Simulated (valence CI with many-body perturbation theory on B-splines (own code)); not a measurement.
Results of a calculation; reference values are marked as such.
## From CI to CI+MBPT in I⁴⁸⁺

Level of theory: valence CI with perturbative core correlation (CI+MBPT): three valence electrons over a frozen Dirac-Fock core [He], radial functions for each j: 11 s, 11 p, 9 d, 7 f, 5 g, 2 h, 1 i, with the one-electron correlation potential Σ1 (screened to all orders), the two-electron term Σ2, the three-electron term Σ3, Breit, model QED; selected single and double excitations, second order for the rest (own B-spline code, finite nucleus).

The last digits are not significant, and no measured levels were compared; by estimate large intervals hold to a few tenths of a per cent, small ones and those within an open d or f shell to about a per cent.

Each rung adds one term. CI alone is the Dirac-Coulomb CI over the frozen core; QED comes last and gives the full result, which names the levels. Energies are above (2s^2 2p1/2) J=1/2 on the same rung, in × 10³ cm⁻¹.

Levels are named by their leading jj configuration (3d3/2^4 stands for four electrons in 3d with j = 3/2), which in mixed levels can hold well under half, so a name can repeat and another be missing. Letters in brackets count levels of one name in rising energy.

| Level | CI alone |
| --- | --- |
| (2s 2p1/2^2) J=1/2 | 1279.0 |
| (2s^2 2p3/2) J=3/2 | 2704.2 |
| (2s 2p1/2 2p3/2) J=3/2 [a] | 3596.2 |
| (2s 2p1/2 2p3/2) J=5/2 | 3877.1 |
| (2s 2p1/2 2p3/2) J=3/2 [b] | 4259.9 |
| (2s 2p1/2 2p3/2) J=1/2 | 4246.8 |
| (2p1/2^2 2p3/2) J=3/2 | 5627.8 |
| (2s 2p3/2^2) J=5/2 | 6461.7 |
| (2s 2p3/2^2) J=1/2 | 7014.4 |
| (2s 2p3/2^2) J=3/2 | 7046.4 |
| (2p1/2 2p3/2^2) J=3/2 | 8080.0 |
| (2p1/2 2p3/2^2) J=5/2 | 8265.1 |
| (2p1/2 2p3/2^2) J=1/2 | 8528.4 |
| (2p3/2^3) J=3/2 | 11042 |
| (2s^2 3s) J=1/2 | 40142 |
| (2s^2 3p1/2) J=1/2 | 40587 |

**Question.** What do these energies become with core correlation, Breit and QED?

**Answer.** (2s 2p1/2^2) J=1/2 1280.6 (+1.69); (2s^2 2p3/2) J=3/2 2662.3 (-41.86); (2s 2p1/2 2p3/2) J=3/2 [a] 3556.4 (-39.80); (2s 2p1/2 2p3/2) J=5/2 3807.1 (-70.00); (2s 2p1/2 2p3/2) J=3/2 [b] 4202.6 (-57.30); (2s 2p1/2 2p3/2) J=1/2 4207.0 (-39.76); (2p1/2^2 2p3/2) J=3/2 5577.5 (-50.27); (2s 2p3/2^2) J=5/2 6365.2 (-96.47); (2s 2p3/2^2) J=1/2 6946.8 (-67.61); (2s 2p3/2^2) J=3/2 6955.4 (-91.09); (2p1/2 2p3/2^2) J=3/2 7990.6 (-89.34); (2p1/2 2p3/2^2) J=5/2 8146.9 (-118.22); (2p1/2 2p3/2^2) J=1/2 8449.6 (-78.82); (2p3/2^3) J=3/2 10912 (-129.73); (2s^2 3s) J=1/2 40083 (-58.41); (2s^2 3p1/2) J=1/2 40528 (-59.08).

**Question.** How does the ionisation energy move along the ladder, and which term matters most?

**Answer.** CI alone 8872.2, + Σ1 8872.6, + Σ2 8872.6, + Σ3 8872.5, + Breit 8861.8, + QED 8861.8 eV. The largest step is Breit, -10.7 eV. NIST lists 8867 ± 4 eV (theoretical).
